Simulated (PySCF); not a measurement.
## Relaxation of singlet RuOF₂

Level of theory: PySCF, PBE0, basis Ru def2-TZVP with ECP28, O def2-TZVP, F def2-TZVP (scalar-relativistic core potentials, no spin–orbit coupling, density fitting). A (50,194) grid was used.

A hand-made trigonal pyramidal start, of Cs symmetry, held to at least that symmetry:

```xyz
4
charge 0 multiplicity 1, angstrom
Ru    0.0000   -0.3025    0.0000
O     1.6189    0.2481    0.0000
F    -0.6815    0.7070   -1.4452
F    -0.6815    0.7069    1.4452
```

Optimiser trace:
```json
{"step": "0", "E − E(last) (kJ/mol)": "204.65", "largest gradient (Eh/bohr)": "0.08998"}
{"step": "1", "E − E(last) (kJ/mol)": "108.05", "largest gradient (Eh/bohr)": "0.05598"}
{"step": "2", "E − E(last) (kJ/mol)": "29.45", "largest gradient (Eh/bohr)": "0.03661"}
{"step": "3", "E − E(last) (kJ/mol)": "7.73", "largest gradient (Eh/bohr)": "0.04864"}
{"step": "4", "E − E(last) (kJ/mol)": "1.51", "largest gradient (Eh/bohr)": "0.01173"}
{"step": "5", "E − E(last) (kJ/mol)": "0.20", "largest gradient (Eh/bohr)": "0.00705"}
{"step": "6", "E − E(last) (kJ/mol)": "0.04", "largest gradient (Eh/bohr)": "0.00410"}
{"step": "7", "E − E(last) (kJ/mol)": "0.00", "largest gradient (Eh/bohr)": "0.00057"}
{"step": "8", "E − E(last) (kJ/mol)": "0.00", "largest gradient (Eh/bohr)": "0.00011"}
```

It ends at C2v with Ru–F 1.833 Å (×2), Ru–O 1.585 Å; F–Ru–F 99.3°, F–Ru–O 130.4° (×2) (after a last refinement on a finer grid). A frequency run shows a minimum.

The relaxation took 17 s on 4 threads of a shared Arm Neoverse V2 host, with 133 basis functions and 10 gradients; the process peaked at 0.74 GiB. Launch command: `OMP_NUM_THREADS=4 python axn.py task.json out`.
